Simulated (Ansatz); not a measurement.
The cluster Li7H6, relaxed as a doublet with UKS PBE-D4/def2-TZVP in Ansatz, starting from the GFN2-xTB geometry. Force threshold 0.02 eV/Å.

The structure comes from a short search, and lower isomers may exist.

Start:

Cartesian coordinates in Å:
```
Li -1.530 -0.517 0.734
Li 0.979 -1.495 2.176
Li -1.270 0.394 -1.685
Li 1.911 0.500 1.775
Li -0.406 1.721 0.345
Li 1.239 0.637 -1.171
Li 0.119 -1.593 -0.754
H -1.361 -1.493 -0.414
H -1.609 1.322 -0.516
H -0.594 0.009 1.686
H 1.290 -1.224 -0.015
H 0.170 0.133 -2.146
H 1.062 1.607 -0.015
```

```csv
step,energy (eV),largest force component (eV/Å),SCF passes
1,-1525.2019,1.735,16
2,-1526.6170,0.972,18
3,-1527.4181,0.406,19
4,-1527.5775,0.162,19
5,-1527.6292,0.145,19
6,-1527.6901,0.130,18
7,-1527.7571,0.173,18
8,-1527.8007,0.063,19
9 (rejected),-1527.7974,0.064,17
10,-1527.8101,0.014,17
```

Force components are those of the run's own axes.

End:

```xyz
13

Li   -1.872   -0.183    0.970
Li    0.136   -1.538    1.271
Li   -1.296    0.038   -1.459
Li    1.544    0.451    1.376
Li   -0.408    1.814    0.594
Li    1.492    0.559   -1.127
Li    0.459   -1.723   -1.141
H    -1.088   -1.427   -0.161
H    -1.881    1.183   -0.213
H    -0.258    0.243    1.767
H     1.531   -0.939    0.147
H     0.308   -0.262   -2.195
H     1.333    1.782    0.173
```

Bonds formed: Li1–H9, Li2–H8, Li2–H10, Li2–H11, Li4–H10, Li4–H11, Li4–H13, Li7–H12 (atoms count from 1). Metal–metal contacts that move far: Li1–Li7 2.47 to 3.50 Å, Li2–Li7 3.06 to 2.44 Å, Li1–Li2 3.05 to 2.44 Å, Li4–Li6 3.02 to 2.51 Å.

No frequencies were taken in this run, so the end may be a saddle point.

Run time 27 s (2 threads of Arm Neoverse V2 on a shared host).
